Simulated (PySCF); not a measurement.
Exercise with solution: entropy of an ideal gas

H2O2Zn, SMILES [OH][Zn][OH].

Geometry optimised at PBE0-D3(BJ)/def2-TZVP. The isomer is the one that the SMILES or the coordinates give; other isomers of the formula were not compared. The values are those of a single conformer.

PBE0-D3(BJ)/def2-TZVP run with PySCF gives the harmonic wavenumbers 144, 171, 178, 612, 745, 788, 791, 3909, 3910 cm⁻¹ and the rotational temperatures 17.1306, 0.2205, 0.2203 K. The molar mass is 99.39 g/mol, the symmetry number 2, the spin multiplicity 1.

Work out the entropy at 298.15 K and 1 atm in the rigid-rotor, harmonic-oscillator model.


Translation (Sackur–Tetrode at 1 atm): S = R[1.5 ln M + 2.5 ln T − 1.16487] = 166.1 J/(mol K).
Rotation: q = (√π/σ) T^1.5/√(θA θB θC) = 5000, S = R[ln q + 3/2] = 83.3 J/(mol K).
Vibration: with u = 1.4388 ν/T, each mode gives R[u/(e^u − 1) − ln(1 − e^−u)]:
| ν (cm⁻¹) | modes | u | S (J/(mol K)) |
|---|---|---|---|
| 144 | 1 | 0.69 | 11.51 |
| 171 | 1 | 0.83 | 10.14 |
| 178 | 1 | 0.86 | 9.83 |
| 612 | 1 | 2.95 | 1.80 |
| 745 | 1 | 3.60 | 1.08 |
| 788 | 1 | 3.80 | 0.91 |
| 791 | 1 | 3.82 | 0.90 |
The stiffer modes add less than 0.005 each. Sum 36.2 J/(mol K).
Spin: R ln 1 = 0.0 J/(mol K).
Total 285.6 J/(mol K); the program's own thermochemistry gives 285.6. Translation makes up 58 % and vibration 13 %. Anharmonicity, hindered rotation and orbital degeneracy are left out.
